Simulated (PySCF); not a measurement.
# [YbOCl]− relaxed at several levels

Computed with PySCF 2.14.0, PBE0, def2-SVP on the ligands, density fitting, scalar-relativistic core potentials, no spin-orbit coupling, vacuum. Each row is relaxed at its own level from the same template. Distances are means of the shortest metal–ligand contacts, charges and spins Mulliken's. lcecp potentials hold a fixed number of 4f electrons in the core, out of states, spins and gaps.

```csv
level,basis on the metal,point group,M–O (Å),M–Cl (Å),charge on M (e),HOMO–LUMO gap (eV),"strongest infrared band, degenerate modes summed (cm⁻¹)",unstable modes (below −25 cm⁻¹)
PBE0,lcecp-0-SVP with ECP60,Cs,2.020,2.729,0.22,–,591,0
```

Q: What does the calculation give for PBE0, def2-SVP with ECP28?

A: point group: Cs, M–O (Å): 1.894, M–Cl (Å): 2.614, charge on M (e): 0.25, HOMO–LUMO gap (eV): 1.87, strongest infrared band, degenerate modes summed (cm⁻¹): 665, unstable modes (below −25 cm⁻¹): 0.
```xyz
3

Yb    0.2380    0.0000   -0.3758
O     1.8294    0.0000    0.6514
Cl   -2.0299    0.0000    0.9239
```

One start shape was tried for each, so a minimum needn't be the lowest isomer. Small gap, closed shell not tested for a spin-broken solution: [YbOCl]−.
